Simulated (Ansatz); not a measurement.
Reaction (formal exchange of groups at a B–C bond): `B[CH](Cl)[GeH3]` + `F[SiH2]Cl` → `B[SiH](F)Cl` + `Cl[CH2][GeH3]`

Gas-phase electronic energies from Ansatz, PBE0-D4/def2-TZVP geometries. CCSD(T)/CBS is the MP2 limit (def2-TZVPP, def2-QZVPP) plus CCSD(T) − MP2 in def2-TZVPP, frozen cores. This one scheme is used for every species. DFT in def2-TZVPP. B3LYP here is the variant with VWN-RPA as its local correlation; programs differ in this. For Ge outer-core shells are correlated without core-valence functions, which leaves a few kJ/mol of doubt a bond. Scalar relativity is left out up to krypton.

`B[CH](Cl)[GeH3]`:

Z-matrix (Å, degrees):
```
C
Cl 1 1.781
Ge 1 2.020 2 107.8
B 1 1.520 2 118.2 3 111.5
H 1 1.090 2 108.7 3 -111.4
H 3 1.535 1 109.5 2 -163.6
H 3 1.531 1 105.0 2 -44.0
H 3 1.534 1 109.9 2 74.9
H 4 1.198 1 117.4 2 168.6
H 4 1.193 1 121.7 2 -17.4
```

`F[SiH2]Cl`:

Z-matrix (Å, degrees):
```
Si
F 1 1.589
Cl 1 2.036 2 108.8
H 1 1.475 2 108.3 3 -118.2
H 1 1.475 2 108.3 3 118.2
```

`B[SiH](F)Cl`:

Z-matrix (Å, degrees):
```
Si
F 1 1.596
Cl 1 2.059 2 108.5
B 1 1.998 2 113.8 3 111.1
H 1 1.480 2 106.4 3 -115.8
H 4 1.194 1 119.9 2 159.6
H 4 1.193 1 121.0 2 -25.7
```

`Cl[CH2][GeH3]`:

Cartesian coordinates in Å:
```
Cl -1.899 -0.534 1.117
C -0.294 0.215 0.928
Ge 0.422 -0.127 -0.871
H -0.406 1.283 1.108
H 0.357 -0.202 1.694
H 0.552 -1.642 -1.076
H -0.537 0.469 -1.910
H 1.805 0.539 -0.989
```

```tsv
level	ΔE (kcal/mol)	difference from CCSD(T)/CBS
PBE-D4	10.7	-0.5
r2SCAN-D4	11.5	0.3
PBE0-D4	10.6	-0.6
ωB97M-V	11.9	0.7
B2PLYP	11.0	-0.2
PBE	10.3	-0.9
B3LYP	10.0	-1.2
HF/def2-TZVPP	8.3	-2.9
MP2/def2-TZVPP	13.1	1.9
SCS-MP2/def2-TZVPP	11.9	0.7
CCSD/def2-TZVPP	10.6	-0.6
HF/def2-QZVPP	8.4	-2.8
MP2/def2-QZVPP	13.2	2.0
SCS-MP2/def2-QZVPP	11.9	0.7
HF/CBS(def2)	8.4	-2.8
CCSD/CBS(def2)	10.6	-0.6
CCSD(T)/CBS	11.2	0
```

Largest T1 diagnostic among the species: 0.011.

In def2-TZVPP, CCSD(T) changes the Hartree–Fock value by +2.9 kcal/mol (the triples alone add +0.7 kcal/mol) and MP2 by +4.8 kcal/mol.
